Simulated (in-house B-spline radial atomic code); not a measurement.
Orbital energies and mean radii along the 56-electron series, configuration [Kr] 4d10 4f8 5s2. The effective charge is n√(-2ε), a non-relativistic measure. Computed with an all-electron radial atomic-structure program (B-spline basis): Dirac-Hartree-Fock, average of the configuration, finite nuclei.

| ion | Z | energy of 4s1/2 (Eh) | mean radius of 4s1/2 (bohr) | energy of 5s1/2 (Eh) | mean radius of 5s1/2 (bohr) | energy of 4f5/2 (Eh) | mean radius of 4f5/2 (bohr) | effective charge of 4s1/2 |
| --- | --- | --- | --- | --- | --- | --- | --- | --- |
| Dy10+ | 66 | -22.309 | 0.52832 | -7.3838 | 1.1701 | -6.6335 | 0.69243 | 26.719 |
| Ho11+ | 67 | -24.143 | 0.51596 | -8.3431 | 1.1263 | -7.8019 | 0.65672 | 27.795 |
| Er12+ | 68 | -26.066 | 0.50402 | -9.3534 | 1.0857 | -9.0448 | 0.62553 | 28.881 |
